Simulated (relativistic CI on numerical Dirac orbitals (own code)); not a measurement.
**Crystal-field levels of Pt3+, 5d7**

Calculated by Dirac-Coulomb-Breit CI, separate exchange-only KLI orbitals for each configuration, QED by a radiative potential, valence Slater integrals scaled by 0.85, one configuration in a parametric crystal field (own radial code).

Field parameters in Wybourne normalisation: Td as Oh with Dq negative (B⁴₀ = 21Dq, B⁴₄ = √(5/14) B⁴₀). The field is a parameter set, without covalency.

S is read from ⟨S²⟩ = S(S + 1).

Levels (cm⁻¹, degeneracy): 0 (4), 6858 (4), 8882 (2), 12667 (4), 15759 (2), 16652 (2), 17134 (4), 17179 (2), 18959 (4), 19915 (4), 20603 (2), 24403 (4).

(1) Which field gives this pattern?
A. Td, 10Dq = -11500 cm⁻¹
B. Td, 10Dq = -10050 cm⁻¹
C. Td, 10Dq = -5100 cm⁻¹

Results:

(1) A. Td, 10Dq = -11500 cm⁻¹, ground level with S = 1.44.
